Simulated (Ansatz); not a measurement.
SiH₄ ··· AsH₃

The pair of SiH₄ (SMILES [SiH4], atoms 1–5) and AsH₃ (SMILES [AsH3], atoms 6–9), both closed shells, in one local arrangement (a lower one may exist), relaxed at PBE0-D4/def2-TZVP:

```
atom    x (Å)    y (Å)    z (Å)
 Si1   0.0398   0.1534  -1.9875
  H2   1.3543  -0.3250  -1.4909
  H3  -0.1940   1.5468  -1.5342
  H4  -1.0394  -0.7297  -1.4775
  H5   0.0369   0.1143  -3.4740
 As6  -0.0096   0.0108   1.8937
  H7  -1.2754  -0.5698   2.5051
  H8   0.8520  -1.1048   2.4649
  H9   0.2354   0.9040   3.1003
```

Ansatz 0.2.0; basis: def2-TZVPPD, with def2-QZVPPD for the basis limit; cores frozen in the correlated methods. Filled d shells of the heavier atoms are correlated. The def2 sets are not built for correlating such inner shells, so the correlated values are less sure here. B3LYP uses VWN-RPA correlation. Extrapolation: Hartree–Fock as exp(−7.88 √X), correlation as X^−2.97. Interaction energies count from these two fragments, frozen as in the pair, with the counterpoise correction; negative means bound.

Task: What is the interaction energy by CCSD(T) at an estimated basis limit (MP2 extrapolated from triple and quadruple zeta, plus CCSD(T) − MP2 in triple zeta)? (To be estimated.)

Result: The calculation gives: -4.6 kJ/mol. Hartree–Fock alone gives 3.6 kJ/mol at the basis limit, so without correlation the pair would not bind at this distance. It counts from the two fragments frozen as in the pair.

The same quantity by other methods in triple zeta, and each one's difference from that estimate:
| method | E_int (kJ/mol) | difference |
| --- | --- | --- |
| PBE-D4 | -6.0 | -1.4 |
| revPBE-D4 | -4.8 | -0.2 |
| BLYP-D4 | -4.4 | 0.2 |
| r2SCAN-D4 | -3.4 | 1.2 |
| B97M-V | -4.5 | 0.1 |
| PBE0-D4 | -5.6 | -1.0 |
| B3LYP-D4 | -4.9 | -0.3 |
| HSE06-D4 | -5.6 | -1.0 |
| wB97X-V | -4.4 | 0.1 |
| wB97M-V | -4.7 | -0.1 |
| B2PLYP | -0.2 | 4.4 |
| HF | 3.7 | 8.3 |
| MP2 | -3.7 | 0.9 |
| CCSD | -2.3 | 2.3 |
| CCSD(T) | -3.2 | 1.4 |
Differences are method less estimate.

Task: Which atoms make the shortest contact between the fragments?

Result: H4 and As6, 3.60 Å apart.

Basis-set superposition shift (counterpoise-corrected less uncorrected): CCSD(T) 1.8; MP2 1.8; HF 0.5; PBE0-D4 0.5; wB97M-V 0.7 kJ/mol.

The T1 diagnostic stays at or below 0.012.

For scale, one of the runs: CCSD(T)/def2-TZVPPD, 221 basis functions, launched by `ansatz run in.yaml --threads 4 --pin off --events-out ev --progress --plain --max-ram 9574MiB`. Time: 60 s of wall clock on 4 CPU threads of an Arm Neoverse V1; the host was shared. Peak host memory: 3.1 GiB.
